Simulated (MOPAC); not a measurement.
MOPAC input (PM6):

```
PM6 PRECISE GNORM=0.05 LET XYZ CHARGE=-1 GEO-OK AUX(PRECISION=9) THREADS=1
H3BN

B    -0.63828070 1    0.19445736 1    0.00069969 1
N     0.63078365 1   -0.32099861 1   -0.00354644 1
H    -1.61807449 1   -0.55359993 1   -0.02141969 1
H    -0.93312821 1    1.40011256 1    0.02575142 1
H     1.32712062 1    0.42819083 1    0.01699493 1
```

From the last part of the output:

```
                                                       MOPAC v23.2.5 Linux

          FINAL HEAT OF FORMATION =         -3.20439 KCAL/MOL =     -13.40718 KJ/MOL

          COSMO AREA              =         68.39 SQUARE ANGSTROMS
          COSMO VOLUME            =         50.21 CUBIC ANGSTROMS

          GRADIENT NORM           =          0.04887          =       0.02186 PER ATOM
          IONIZATION POTENTIAL    =          2.871295 EV
          HOMO LUMO ENERGIES (EV) =         -2.871  7.815
          NO. OF FILLED LEVELS    =          6
          MOLECULAR WEIGHT        =         27.8404         POINT GROUP:  Cs

          MOLECULAR DIMENSIONS (Angstroms)

            Atom       Atom       Distance
            H     5    H     3     3.04266
            H     4    N     2     2.07928
            B     1    N     2     0.00000

          SCF CALCULATIONS        =         14

   ATOM   CHEMICAL          X               Y               Z
  NUMBER   SYMBOL      (ANGSTROMS)     (ANGSTROMS)     (ANGSTROMS)

     1       B         -0.64323066  *   0.20439915  *   0.00089202  *
     2       N          0.61989280  *  -0.31392431  *  -0.00345126  *
     3       H         -1.56414125  *  -0.55055712  *  -0.02104723  *
     4       H         -0.92856290  *   1.36466379  *   0.02499164  *
     5       H          1.32543245  *   0.40166599  *   0.01639755  *

                             CARTESIAN COORDINATES

   1    B       -0.643230659     0.204399155     0.000892019
   2    N        0.619892797    -0.313924314    -0.003451256
   3    H       -1.564141246    -0.550557121    -0.021047233
   4    H       -0.928562902     1.364663794     0.024991640
   5    H        1.325432453     0.401665989     0.016397552

           Empirical Formula: H3 N B  =     5 atoms

      MOLECULAR POINT GROUP   :   Cs

                  EIGENVALUES
 -21.45753 -11.32824  -8.32284  -5.68454  -3.82195  -2.87129   7.81484   9.69051
  11.35035  11.77157  13.33917

              NET ATOMIC CHARGES AND DIPOLE CONTRIBUTIONS

  ATOM NO.   TYPE          CHARGE      No. of ELECS.   s-Pop       p-Pop
    1          B          -0.668760        3.6688     1.12644     2.54232
    2          N          -0.591068        5.5911     1.71648     3.87458
    3          H           0.074658        0.9253     0.92534
    4          H           0.038731        0.9613     0.96127
    5          H           0.146440        0.8536     0.85356
 DIPOLE           X         Y         Z       TOTAL
 POINT-CHG.     0.600     0.408     0.012     0.726
 HYBRID         0.150     0.998     0.023     1.009
 SUM            0.751     1.405     0.035     1.594

          ATOMIC ORBITAL ELECTRON POPULATIONS

     Atom    s        px        py        pz
    1  B   1.12644   0.90918   0.95820   0.67494
    2  N   1.71648   1.12198   1.42736   1.32524
    3  H   0.92534
    4  H   0.96127
    5  H   0.85356

 **********************
 *                    *
 * JOB ENDED NORMALLY *
 *                    *
 **********************

 == MOPAC DONE ==
```

The dipole moment of an ion depends on the origin.
